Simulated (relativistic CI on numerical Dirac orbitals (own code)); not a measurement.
**Forbidden transitions in Nd²⁰⁺**

These numbers are calculated, not measured: Dirac-Coulomb-Breit CI, KLI orbitals optimised for each configuration, a model potential for QED, unscaled Slater integrals (own radial code, finite nucleus).

Configurations in the expansion (outside the closed core [Ar] 3d10): 4s²4p⁶4d⁴, 4s²4p⁵4d⁵, 4s²4p⁶4d³4f, 4s4p⁶4d⁵, 4s²4p⁶4d³5s, 4s4p⁶4d⁴4f, 4s²4p⁶4d³5p, 4s²4p⁶4d²4f5s, 4s²4p⁶4d³5d, 4s²4p⁶4d²5s5p, 4s²4p⁶4d³6s, 4p⁶4d⁶, 4p⁵4d⁷, 4s²4p⁶4d²5s², 4s²4p⁶4d4f5s², 4s4p⁶4d²4f5s², 4s²4p⁶4d5s²5p. Double excitations out of closed p, d and f shells are left out; levels of such configurations are missing from the list, as are those of other unlisted configurations, and high levels can miss mixing partners.

| λ vac (Å) | Lower | Upper | Type | A (s⁻¹) | E lower (eV) | E upper (eV) |
| --- | --- | --- | --- | --- | --- | --- |
| 986.51 | 4s²4p⁶4d⁴ ⁵D2 [3] | 4s²4p⁶4d⁴ ³D1 [20] | M1 | 4.51e+02 | 4.6646 | 17.2326 |
| 1056.0 | 4s²4p⁶4d⁴ ⁵D2 [3] | 4s²4p⁶4d⁴ ³P2 [18] | M1 | 1.12e+02 | 4.6646 | 16.4059 |
| 1106.8 | 4s²4p⁶4d⁴ ⁵D2 [3] | 4s²4p⁶4d⁴ ³F3 [17] | M1 | 5.99e+02 | 4.6646 | 15.8663 |
| 1145.4 | 4s²4p⁶4d⁴ ⁵D1 [2] | 4s²4p⁶4d⁴ ³D2 [14] | M1 | 1.69e+02 | 2.7297 | 13.5540 |
| 1158.3 | 4s²4p⁶4d⁴ ⁵D4 [5] | 4s²4p⁶4d⁴ ³G5 [19] | M1 | 5.25e+01 | 6.2618 | 16.9659 |
| 1180.7 | 4s²4p⁶4d⁴ ⁵D3 [4] | 4s²4p⁶4d⁴ ³P2 [18] | M1 | 2.37e+03 | 5.9055 | 16.4059 |
| 1244.7 | 4s²4p⁶4d⁴ ⁵D3 [4] | 4s²4p⁶4d⁴ ³F3 [17] | M1 | 4.06e+02 | 5.9055 | 15.8663 |
| 1293.9 | 4s²4p⁶4d⁴ ³H4 [7] | 4s²4p⁶4d⁴ ³F4 [22] | M1 | 3.52e+02 | 9.3069 | 18.8890 |
| 1423.4 | 4s²4p⁶4d⁴ ⁵D3 [4] | 4s²4p⁶4d⁴ ³F4 [16] | M1 | 4.84e+02 | 5.9055 | 14.6156 |
| 1457.4 | 4s²4p⁶4d⁴ ⁵D0 [6] | 4s²4p⁶4d⁴ ³D1 [20] | M1 | 1.54e+03 | 8.7253 | 17.2326 |
| 1484.2 | 4s²4p⁶4d⁴ ⁵D4 [5] | 4s²4p⁶4d⁴ ³F4 [16] | M1 | 1.53e+02 | 6.2618 | 14.6156 |
| 1484.7 | 4s²4p⁶4d⁴ ³G3 [8] | 4s²4p⁶4d⁴ ³F4 [22] | M1 | 3.36e+02 | 10.5383 | 18.8890 |
| 1533.3 | 4s²4p⁶4d⁴ ⁵D1 [2] | 4s²4p⁶4d⁴ ³F2 [9] | M1 | 1.11e+03 | 2.7297 | 10.8158 |
| 1618.8 | 4s²4p⁶4d⁴ ³H4 [7] | 4s²4p⁶4d⁴ ³G5 [19] | M1 | 1.13e+02 | 9.3069 | 16.9659 |
| 1628.9 | 4s²4p⁶4d⁴ ⁵D4 [5] | 4s²4p⁶4d⁴ ³D3 [15] | M1 | 8.09e+02 | 6.2618 | 13.8731 |
| 1655.8 | 4s²4p⁶4d⁴ ³H5 [10] | 4s²4p⁶4d⁴ ³F4 [22] | M1 | 9.81e+01 | 11.4012 | 18.8890 |
| 1774.0 | 4s²4p⁶4d⁴ ⁵D2 [3] | 4s²4p⁶4d⁴ ³P1 [11] | M1 | 1.94e+03 | 4.6646 | 11.6536 |
| 1932.2 | 4s²4p⁶4d⁴ ³F2 [9] | 4s²4p⁶4d⁴ ³D1 [20] | M1 | 8.87e+02 | 10.8158 | 17.2326 |
| 1989.1 | 4s²4p⁶4d⁴ ³H5 [10] | 4s²4p⁶4d⁴ ¹I6 [21] | M1 | 7.11e+02 | 11.4012 | 17.6345 |
| 2015.6 | 4s²4p⁶4d⁴ ⁵D2 [3] | 4s²4p⁶4d⁴ ³F2 [9] | M1 | 5.79e+02 | 4.6646 | 10.8158 |
| 2067.9 | 4s²4p⁶4d⁴ ⁵D1 [2] | 4s²4p⁶4d⁴ ⁵D0 [6] | M1 | 3.61e+03 | 2.7297 | 8.7253 |
| 2110.8 | 4s²4p⁶4d⁴ ⁵D2 [3] | 4s²4p⁶4d⁴ ³G3 [8] | M1 | 4.18e+02 | 4.6646 | 10.5383 |
| 2217.9 | 4s²4p⁶4d⁴ ³F2 [9] | 4s²4p⁶4d⁴ ³P2 [18] | M1 | 2.69e+02 | 10.8158 | 16.4059 |
| 2222.3 | 4s²4p⁶4d⁴ ³P1 [11] | 4s²4p⁶4d⁴ ³D1 [20] | M1 | 7.33e+02 | 11.6536 | 17.2326 |
| 2228.0 | 4s²4p⁶4d⁴ ³H5 [10] | 4s²4p⁶4d⁴ ³G5 [19] | M1 | 4.01e+02 | 11.4012 | 16.9659 |
| 2325.1 | 4s²4p⁶4d⁴ ³H6 [12] | 4s²4p⁶4d⁴ ¹I6 [21] | M1 | 5.63e+02 | 12.3020 | 17.6345 |
| 2327.0 | 4s²4p⁶4d⁴ ³G3 [8] | 4s²4p⁶4d⁴ ³F3 [17] | M1 | 9.30e+02 | 10.5383 | 15.8663 |
| 2335.5 | 4s²4p⁶4d⁴ ³H4 [7] | 4s²4p⁶4d⁴ ³F4 [16] | M1 | 1.50e+03 | 9.3069 | 14.6156 |
| 2412.4 | 4s²4p⁶4d⁴ ⁵D4 [5] | 4s²4p⁶4d⁴ ³H5 [10] | M1 | 3.17e+02 | 6.2618 | 11.4012 |
| 2454.9 | 4s²4p⁶4d⁴ ³F2 [9] | 4s²4p⁶4d⁴ ³F3 [17] | M1 | 9.70e+02 | 10.8158 | 15.8663 |
| 2471.8 | 4s²4p⁶4d⁴ ³D3 [15] | 4s²4p⁶4d⁴ ³F4 [22] | M1 | 1.44e+02 | 13.8731 | 18.8890 |
| 2658.4 | 4s²4p⁶4d⁴ ³H6 [12] | 4s²4p⁶4d⁴ ³G5 [19] | M1 | 2.52e+02 | 12.3020 | 16.9659 |
| 2676.2 | 4s²4p⁶4d⁴ ⁵D3 [4] | 4s²4p⁶4d⁴ ³G3 [8] | M1 | 5.63e+02 | 5.9055 | 10.5383 |
| 2901.3 | 4s²4p⁶4d⁴ ³F4 [16] | 4s²4p⁶4d⁴ ³F4 [22] | M1 | 2.26e+02 | 14.6156 | 18.8890 |
| 3040.9 | 4s²4p⁶4d⁴ ³G3 [8] | 4s²4p⁶4d⁴ ³F4 [16] | M1 | 1.01e+02 | 10.5383 | 14.6156 |
| 3150.9 | 4s²4p⁶4d⁴ ³H4 [7] | 4s²4p⁶4d⁴ ³G4 [13] | M1 | 9.54e+01 | 9.3069 | 13.2418 |
| 3329.3 | 4s²4p⁶4d⁴ ³G4 [13] | 4s²4p⁶4d⁴ ³G5 [19] | M1 | 4.06e+02 | 13.2418 | 16.9659 |
| 3645.0 | 4s²4p⁶4d⁴ ⁵D3 [4] | 4s²4p⁶4d⁴ ³H4 [7] | M1 | 1.20e+02 | 5.9055 | 9.3069 |
| 3857.1 | 4s²4p⁶4d⁴ ³H5 [10] | 4s²4p⁶4d⁴ ³F4 [16] | M1 | 9.69e+01 | 11.4012 | 14.6156 |
| 4071.5 | 4s²4p⁶4d⁴ ⁵D4 [5] | 4s²4p⁶4d⁴ ³H4 [7] | M1 | 4.38e+02 | 6.2618 | 9.3069 |
| 4234.0 | 4s²4p⁶4d⁴ ⁵D0 [6] | 4s²4p⁶4d⁴ ³P1 [11] | M1 | 2.06e+02 | 8.7253 | 11.6536 |
| 4542.0 | 4s²4p⁶4d⁴ ⁵D0 [1] | 4s²4p⁶4d⁴ ⁵D1 [2] | M1 | 3.78e+02 | 0.0000 | 2.7297 |
| 4586.1 | 4s²4p⁶4d⁴ ³G3 [8] | 4s²4p⁶4d⁴ ³G4 [13] | M1 | 1.37e+02 | 10.5383 | 13.2418 |
| 5920.3 | 4s²4p⁶4d⁴ ³H4 [7] | 4s²4p⁶4d⁴ ³H5 [10] | M1 | 6.83e+01 | 9.3069 | 11.4012 |
| 6407.8 | 4s²4p⁶4d⁴ ⁵D1 [2] | 4s²4p⁶4d⁴ ⁵D2 [3] | M1 | 1.64e+02 | 2.7297 | 4.6646 |

Terms are leading LS components. Brackets give the number of a level in order of energy, since labels repeat. The list gives strong lines, with weight on those to low levels, among the lowest 200 of 2173 levels, so that lines to higher ones, which can be the strongest, are missing. Levels whose partners in the same complex of configurations lie outside the list can be far off, and so can their lines. Rates are taken at the computed energies, electric ones in the length gauge.

At this charge energies of transitions that change n are usually good to better than 1 %, and those within a shell (Δn = 0) to a few per cent. Terms inside the open d or f shell come out 10 to 20 % too wide with unscaled integrals.

(1) From the table, what is the radiative lifetime of 4s²4p⁶4d⁴ ³G5?

Answers

(1) The listed rates from this level add up to about 1.22e+03 s⁻¹, 99 % of its decay; with all channels τ = 8.09e-04 s.

LS names give the leading component of a level, which can be under half, so a name can repeat, a term be missing and a line seem to break the LS rules.
